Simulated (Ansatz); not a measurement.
Input for Ansatz (an electronic-structure program): U-RI-MP2/cc-pVTZ on C (SMILES [C]). The basis file is the Basis Set Exchange's JSON of that set.

Ansatz 0.2 input:
```yaml
crystal:
  periodic: [false, false, false]
  atoms:
    - {symbol: C, position_ang: [0.00000000, 0.00000000, 0.00000000]}
basis:
  gaussian:
    orbitals: cc-pVTZ
    fitting: {mean_field: def2-universal-JKFIT, correlation: cc-pVTZ-RIFIT.json}
magnetization: {spin_polarized: true, initial_magnetization: 2}
correlation: {method: mp2, electrons: outside_noble_gas}
scf: {omitted_lower_state_checks: [cluster_reference]}
```

Output:

```
WARN ansatz: RAYON_NUM_THREADS=4 ignored (pool sized by the plan → 4); use --threads N
Functional definition: HF
these checks for a lower state are left out or cut short: cluster_reference
integrals: 0.00 GiB planned
75 factors; integrals over basis functions are off by at most 4.0e-1 eV
81 factors; integrals over basis functions are off by at most 3.4e-1 eV
mean field: 0.04 GiB planned
mean field evaluation 1: about -1025.3016 eV, gradient 6.4e0 eV
mean field evaluation 2: about -1025.6075 eV, gradient 2.0e0 eV
mean field evaluation 4: about -1025.6398 eV, gradient 8.7e-2 eV
mean field evaluation 8: about -1025.6360 eV, gradient 8.9e-1 eV
mean field evaluation 16: about -1025.6399 eV, gradient 6.0e-4 eV
mean field -1025.63986294 eV, -37.6915697593 hartree, gradient 3.7e-7 eV, S^2 2.009037; 3 other end points of the search recorded, 0 dependent functions left out
1 core orbitals not correlated
reference -1025.63986294 eV, -37.6915697593 hartree; 3, 1 occupied and 26, 28 virtual orbitals, 81 factors
second order -1.82054723 eV of doubles, -0.00000000 eV of singles
Total energy: -1027.46041017 eV, -37.7584736361 hartree
Checks for a lower state left out: cluster_reference
```

The run converged.

Cost: very roughly 0.4 core-seconds.
